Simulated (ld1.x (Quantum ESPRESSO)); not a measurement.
Building the PAW potential for indium (PBE, scalar-relativistic).

* Element: indium (In)
* Generator: ld1.x (Quantum ESPRESSO) 7.5
* Type: PAW
* Functional: PBE
* Relativity: scalar-relativistic
* Frozen core: [Kr]
* Valence charge: 13
* Reference configuration: 4d10 5s2 5p0 (charge +1)
* Partial waves: 5s (bound): rcut 1.35, rcutus 1.90 bohr; 5s channel at 1.95 Ry: rcut 1.35, rcutus 1.90 bohr; 5p (bound, empty): rcut 1.75, rcutus 2.40 bohr; 5p channel at 1.25 Ry: rcut 1.75, rcutus 2.40 bohr; 4d (bound): rcut 1.55, rcutus 1.95 bohr; 4d channel at 0.05 Ry: rcut 1.55, rcutus 1.95 bohr
* Local potential: all-electron potential smoothed inside 1.60 bohr (lloc = -2)
* Core correction: Bessel-smoothed model core inside 1.05 bohr
* Augmentation charge: BESSEL, radius 1.55 bohr

Results:

* Cutoffs needed: 30 Ry and 50 Ry (the cutoffs (Ry, on a coarse ladder) from which the occupation-weighted sum of valence levels, in a spherical-Bessel basis at the reference potential, stays within 10 and 1 mRy of its value at 400 Ry)
* Ghost test: no extra level below or beside the all-electron valence levels (s, p, d, f tested) (spherical-Bessel basis up to 400 Ry, 20 bohr box)
* Configuration tests: test run stopped at test 4 of 7 (negative rho), 1 before it not solved; not counted: 4d10 5s1 5p0 (solver errors, printed error -1.2 eV)
* Lowest eigenvalue of the overlap operator: 0.12 (d channel)

Generation and tests took about 1.6 s on one core of a shared server CPU.
